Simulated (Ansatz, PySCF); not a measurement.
The pair A = C2H2 (SMILES C#C) (first 4 atoms), B = GeH4 (SMILES [GeH4]); geometry from B3LYP-D3(BJ)/def2-TZVP.
(charge 0, multiplicity 1):
```xyz
9

C      0.609     0.327    -0.005
C     -0.561     0.073    -0.021
H      1.647     0.552     0.014
H     -1.599    -0.152    -0.033
Ge    -0.020    -0.160     3.705
H     -0.955     0.991     3.310
H      1.406     0.144     3.224
H     -0.511    -1.469     3.073
H     -0.016    -0.307     5.236
```

Cores are frozen in the correlated methods. Filled d and f shells under p-block atoms count as core. CBS(a, b) extrapolates the correlation energy as X⁻³ and adds the Hartree–Fock energy of set b. MP2 and its Hartree–Fock in aug-cc-pVTZ are density fitted.

Run with Ansatz (Gaussian orbitals); PySCF for the dispersion terms. Each number belongs to the level named beside it.

The monomers are drawn apart, rigid, along the line of their centres of mass. Counterpoise-corrected interaction energies (kcal/mol):

| level | R = 5.244 Å | R = 6.753 Å |
|---|---|---|
| PBE-D3(BJ)/def2-TZVPPD | -0.3611 | -0.0670 |
| wB97M-V/def2-TZVPPD | -0.3006 | -0.0616 |
| MP2/CBS(aug-cc-pVDZ, aug-cc-pVTZ) + ΔCCSD(T)/aug-cc-pVDZ | -0.2879 | -0.0603 |

Q: R is the distance of the centres of mass. Find the local exponent m of E ∝ R⁻ᵐ between the two points.

A: 
m = ln(E₁/E₂)/ln(R₂/R₁): PBE-D3(BJ)/def2-TZVPPD 6.7; wB97M-V/def2-TZVPPD 6.3; MP2/CBS(aug-cc-pVDZ, aug-cc-pVTZ) + ΔCCSD(T)/aug-cc-pVDZ 6.2. For scale, two fixed dipoles give m = 3, dipole and quadrupole 4, quadrupoles 5, and dispersion or dipole-induced dipole 6 at long range; at these distances several terms mix, and what is left of overlap and damping shifts m, so it need not match one of them.

Ansatz is an electronic-structure program.
